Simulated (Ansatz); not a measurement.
Isomers of C2H6ClNSi, relaxed with PBE0-D4/def2-TZVP in Ansatz; electronic energies, one conformer each and not always the lowest. Functionals use def2-TZVPP; CBS adds triple-zeta CCSD(T) − MP2 to the MP2 limit of def2-TZVPP and def2-QZVPP.

Problem. Order them by energy at frozen-core CCSD(T)/CBS, lowest first. (Best estimate.)
A. `CN(C)[Si]Cl`
B. `C/C(Cl)=N\[SiH3]`
C. `C/C=N\[SiH2]Cl`
D. `C[Si]1(Cl)CN1`
E. `C=N[SiH](C)Cl`

Solution. E (0.0 kJ/mol), C (34.9 kJ/mol), A (60.8 kJ/mol), D (65.7 kJ/mol), B (169.7 kJ/mol).

Problem. How do r2SCAN-D4, PBE0-D4, ωB97M-V, B3LYP place them (kJ/mol, against `C=N[SiH](C)Cl`)? (Estimate.)

Solution. The calculation gave: 
```json
{"isomer": "`C/C=N\\[SiH2]Cl`", "r2SCAN-D4": "30.9", "PBE0-D4": "29.4", "ωB97M-V": "35.0", "B3LYP": "27.8"}
{"isomer": "`C/C(Cl)=N\\[SiH3]`", "r2SCAN-D4": "158.1", "PBE0-D4": "158.9", "ωB97M-V": "168.6", "B3LYP": "157.5"}
{"isomer": "`C[Si]1(Cl)CN1`", "r2SCAN-D4": "56.3", "PBE0-D4": "50.1", "ωB97M-V": "60.9", "B3LYP": "74.2"}
{"isomer": "`CN(C)[Si]Cl`", "r2SCAN-D4": "65.4", "PBE0-D4": "50.3", "ωB97M-V": "53.8", "B3LYP": "58.8"}
```

B3LYP here is the variant with VWN-RPA as its local correlation; programs differ in this.
